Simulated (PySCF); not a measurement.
`C=[CH][AlH][Br]` (C2H4AlBr): removing and adding an electron

System: `C=[CH][AlH][Br]` (C2H4AlBr). Atom numbers as in the mapped SMILES `[CH2:1]=[CH:2][AlH:3][Br:4]`.

These are calculated values, PBE0-D3(BJ)/ma-def2-TZVP in PySCF (grid level 2) at geometries from PBE0-D3(BJ)/ma-def2-SVP. The prefix ma- adds one diffuse s and one diffuse p function on all atoms but H. Thermal corrections: PBE0-D3(BJ)/ma-def2-SVP frequencies, unscaled, ideal gas at 298.15 K and 1 bar, quasi-RRHO entropy.

Frontier levels of the parent: HOMO -8.16 eV, LUMO -1.83 eV.

Oxidation to the radical cation:
| Item | Value |
| --- | --- |
| Vertical ionisation energy (electronic) | 10.10 eV |
| Adiabatic ionisation energy (with zero-point energy) | 9.37 eV |
| Adiabatic, electronic part | 9.44 eV |
| Vertical gap at the product's structure | 8.31 eV |
| Inner reorganisation energy (four-point) | 1790 meV |
| Relaxation of product / of parent | 663 / 1127 meV |
| ⟨S²⟩ of the product | 0.759 |
| Largest spin populations | C2 0.46, C1 0.25, Br4 0.24 |
| Largest changes of atomic charge | Br4 0.24, C2 0.22, Al3 0.12, C1 0.12 |
| Distances that move most (Å) | C2–Al3 1.936 → 2.034; Al3–Br4 2.271 → 2.231; Al3–H 1.578 → 1.556; C1–H 1.097 → 1.103 |

Reduction to the radical anion:
```
Vertical electron affinity (electronic)              : 0.36 eV
Adiabatic electron affinity (with zero-point energy) : 0.78 eV
Adiabatic, electronic part                           : 0.73 eV
Vertical gap at the product's structure              : 1.59 eV
Inner reorganisation energy (four-point)             : 1231 meV
Relaxation of product / of parent                    : 371 / 859 meV
⟨S²⟩ of the product                                  : 0.754
Largest spin populations                             : Al3 0.85, C1 0.12
Largest changes of atomic charge                     : Al3 -0.62, Br4 -0.17, C1 -0.11
Distances that move most (Å)                         : Al3–Br4 2.271 → 2.422; C2–Al3 1.936 → 1.987; Al3–H 1.578 → 1.627; C2–H 1.100 → 1.106
```

Caveats: spin-orbit coupling is left out of the energies, which matters for open shells on the heavier atoms; atoms from Ga to Kr are treated without relativity.

Run with `OMP_NUM_THREADS=1 python redox_run.py task.json out` on 1 thread of AMD EPYC, a shared host. Structures, frequencies and single points: 31 min of wall time.
